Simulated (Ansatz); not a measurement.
Consider the silylene formation by 1,1-elimination: `CO[SiH](O)[SiH](O)O` → `O[SiH](O)O` + `CO[SiH]`.

Computed with Ansatz on PBE0-D4/def2-TZVP structures; ΔE is electronic, products minus reactants. CBS: MP2 limit from def2 TZ/QZ plus the TZ coupled-cluster correction, frozen cores. Functionals use def2-TZVPP. One conformer a species, not always the lowest.

`CO[SiH](O)[SiH](O)O`:

```xyz
15

C     1.130   -1.894    1.084
O    -0.030   -1.135    1.348
Si   -0.181    0.446    0.922
O    -1.491    1.066    1.694
Si   -0.631    0.707   -1.365
O    -0.534    2.274   -1.878
O     0.567   -0.151   -2.097
H     1.262   -2.059    0.010
H     1.024   -2.861    1.579
H     2.029   -1.400    1.473
H     1.077    1.140    1.342
H    -1.494    1.046    2.653
H    -1.981    0.194   -1.756
H    -1.357    2.758   -1.955
H     0.609   -0.131   -3.055
```

`O[SiH](O)O`:

Cartesian coordinates in Å:
```
O 1.359 0.552 -0.735
Si -0.044 -0.156 -0.303
O -1.083 0.831 0.496
O 0.273 -1.371 0.742
H 1.993 0.743 -0.041
H -0.635 -0.612 -1.576
H -1.466 1.565 0.013
H -0.397 -1.552 1.404
```

`CO[SiH]`:

```xyz
7

C    -0.737   -0.259    0.127
O    -0.073    0.820   -0.491
Si    1.527    1.150   -0.628
H    -1.402    0.126    0.903
H    -0.021   -0.956    0.573
H    -1.340   -0.783   -0.618
H     2.047   -0.097    0.135
```

CCSD(T)/CBS gives +1.45 eV.

**Question.** Another level gave +1.61 eV. Which?
A. SCS-MP2/def2-TZVPP
B. MP2/def2-TZVPP
C. PBE0-D4/def2-TZVPP
D. ωB97X-V/def2-TZVPP

**Answer.** C. PBE0-D4 1.61, MP2/def2-TZVPP 1.48, ωB97X-V 1.57, SCS-MP2/def2-TZVPP 1.39 eV.

Largest T1 diagnostic among the species: 0.015.

In def2-TZVPP, CCSD(T) changes the Hartree–Fock value by +0.10 eV (the triples alone add +0.02 eV) and MP2 by +0.21 eV. The D4 term adds +0.18 eV with B3LYP and +0.11 eV with PBE0; it sums over pairs of atoms, weighted by their polarisabilities, and B3LYP, whose exchange is more repulsive, gets the larger term. From PBE to PBE0 (25 % exact exchange), in def2-TZVPP and without D4, ΔE moves by +0.10 eV.

B3LYP here is the variant with VWN-RPA as its local correlation; programs differ in this.
